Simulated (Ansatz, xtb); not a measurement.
## C3H3F3O3: 5 structures ranked

5 gas-phase structures of C3H3F3O3, from a drawn sample of its isomers (lower ones may exist). Each was relaxed with GFN2-xTB; where two conformers were screened, the lower at r2SCAN-D4/def2-SVP is listed:

A. `F[C@@H]1OCOC(F)(F)O1`, a singlet
B. `COC(=O)OC(F)(F)F`, a singlet
C. `O=C(O)COC(F)(F)F`, a singlet
D. `O=COCOC(F)(F)F`, a singlet
E. `O=COC(F)(F)OCF`, a singlet

Task: Make a reasoned guess at their ranking by r2SCAN-D4/def2-SVP single-point energy.

Result: Calculated order at r2SCAN-D4/def2-SVP: B (0.0), C (0.5), D (39.4), A (56.7), E (69.1) kJ/mol. Less than 1 kcal/mol parts B and C, so the order within that pair means little. CCSD(T)/def2-SVP + ΔMP2/def2-TZVPP after further relaxation puts C lowest instead.

Energies above the lowest of each column, in kJ/mol; the last columns are at PBE-D3(BJ)/def2-SVP geometries (a dash: not run or not comparable):

| structure | GFN2-xTB | HF/STO-3G | r2SCAN-D4/def2-SVP | PBE-D3(BJ)/def2-SVP | CCSD(T)/def2-SVP + ΔMP2/def2-TZVPP |
| --- | --- | --- | --- | --- | --- |
| B | 6.3 | 70.4 | 0.0 | 2.2 | 8.7 |
| C | 46.8 | 121.9 | 0.5 | 0.0 | 0.0 |
| D | 68.1 | 117.3 | 39.4 | 36.5 | 38.9 |
| A | 0.0 | 0.0 | 56.7 | 62.4 | – |
| E | 74.9 | 129.1 | 69.1 | 67.1 | – |

CCSD(T)/def2-SVP + ΔMP2/def2-TZVPP puts C lowest of those it was run on; GFN2-xTB picks A, HF/STO-3G picks A. CCSD(T)/def2-SVP + ΔMP2/def2-TZVPP orders those it was run on as C (0.0), B (8.7), D (38.9) kJ/mol. Flexible structures stand in one conformer each, not always the lowest. Frequencies (GFN2-xTB) were run for B, C, D alone. ΔMP2 is the change of the MP2 energy from the smaller to the larger basis.

Over these structures GFN2-xTB departs from r2SCAN-D4/def2-SVP by 25.2 kJ/mol on average once a common shift is removed. A GFN2-xTB relaxation took about 0.083 s and the r2SCAN-D4/def2-SVP energy about 2.1 s on a shared host (Ansatz 0.2.0, xtb 6.7.1).
